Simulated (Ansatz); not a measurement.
A nudged elastic band was laid between two geometries of C$_{2}$H$_{7}$AlGeSi (12 atoms, charge 0, multiplicity 1).

Theory: RKS BLYP-D4/def2-SVP in Ansatz.

```json
{
  "movable images": "7",
  "climbing image": "yes",
  "spring": "5.0 eV/Å²",
  "optimiser": "quadratic models (default)",
  "start path": "through a guess of the saddle point",
  "force threshold": "0.05 eV/Å",
  "iteration limit": "60",
  "end points": "relaxed"
}
```

First end point:

```xyz
12
Properties=species:S:1:pos:R:3
C -2.524 -1.000 1.248
C -1.638 -0.315 0.744
Ge -0.215 0.678 -0.097
Al -0.098 0.095 -2.520
Si 1.785 0.116 1.151
H -3.308 -1.593 1.696
H -0.511 2.189 0.164
H -0.711 -1.281 -3.042
H 0.654 1.083 -3.525
H 1.605 0.413 2.611
H 2.086 -1.345 0.979
H 2.951 0.906 0.626
```

Last end point:

```xyz
12
Properties=species:S:1:pos:R:3
C -2.434 -1.122 1.144
C -1.570 -0.365 0.705
Ge -0.183 0.731 -0.078
Al -0.177 0.066 -2.486
Si 1.819 0.219 1.180
H -3.195 -1.776 1.545
H -0.586 2.212 0.200
H -0.393 1.136 -3.651
H 0.045 -1.474 -2.835
H 1.648 0.564 2.630
H 2.122 -1.245 1.051
H 2.980 0.999 0.628
```

Problem. What changes between the two ends?

Solution. No bond is made or broken. The dihedral H7–Ge3–Al4–H8 goes from -141 to 7°.

Problem. Give the energies along the band, and the barrier.

Solution. The run converged. The highest image is number 4 of 0 to 8, 1.2 kJ/mol above the ends, which have the same energy within 2 meV. A vibrational analysis at the climbing image gives one clearly imaginary mode, 57i cm⁻¹: a first-order saddle point.

| image | path coordinate (Å) | energy (kJ/mol) | dihedral H7–Ge3–Al4–H8 (°) |
| --- | --- | --- | --- |
| 0 | 0.00 | 0.0 | -141 |
| 1 | 0.58 | 0.2 | -123 |
| 2 | 1.16 | 0.7 | -105 |
| 3 | 1.74 | 1.1 | -86 |
| 4 | 2.32 | 1.2 | -69 |
| 5 | 2.96 | 0.7 | -50 |
| 6 | 3.61 | 0.0 | -30 |
| 7 | 4.25 | -0.1 | -10 |
| 8 | 4.89 | 0.1 | 7 |

Problem. What is the geometry of the highest image?

Solution. 
```xyz
12
Properties=species:S:1:pos:R:3
C -2.444 -1.149 1.165
C -1.591 -0.386 0.715
Ge -0.203 0.702 -0.073
Al -0.154 0.058 -2.492
Si 1.811 0.247 1.181
H -3.192 -1.813 1.572
H -0.616 2.189 0.169
H -1.514 -0.045 -3.318
H 1.240 -0.287 -3.190
H 1.643 0.577 2.636
H 2.151 -1.208 1.044
H 2.947 1.059 0.625
```

The run took 2.7 min on 2 threads of INTEL(R) XEON(R) PLATINUM 8581C CPU @ 2.10GHz (Emerald Rapids), with other jobs on the host, peak memory 0.21 GiB.
